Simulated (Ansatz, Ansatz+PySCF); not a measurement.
A single Cr atom.

Basis set: def2-SVP. Charge 0. Computed with Ansatz (development build ahead of 0.2.0); the lowest solution found for each multiplicity.

(1) How do the multiplicities compare at this shape? Give, from the lowest of each method, PBE0 (restricted) for 5, 7.

Results:

(1)

| method | multiplicity | E (eV) | <S²> |
| --- | --- | --- | --- |
| PBE0, restricted | 5 | 1.838 | 6.00 |
| PBE0, restricted | 7 | 0.000 | 12.00 |

Caution for PBE0, restricted: no unrestricted run beside it, a lower state can exist.
